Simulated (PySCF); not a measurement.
**Correlation energy of Ti (titanium, neutral)**

[Ar] 3d3 4s1, high-spin 5F determinant (an excited configuration). Calculation: PySCF 2.14, in ANO-RCC-VTZP; scalar relativity by spin-free X2C-1e. Frozen: [Ar]; 4 electrons correlated.

```json
{"level": "CCSD", "correlation energy (mhartree)": "-39.75"}
{"level": "(T)", "correlation energy (mhartree)": "-0.83"}
{"level": "CCSD(T)", "correlation energy (mhartree)": "-40.58"}
```

Diagnostics: T1 = 0.015, D1 = 0.0245, largest double amplitude 0.055.

Problem. Is a single reference adequate?

Solution. Yes: T1 lies below 0.03 and no double amplitude reaches 0.07.
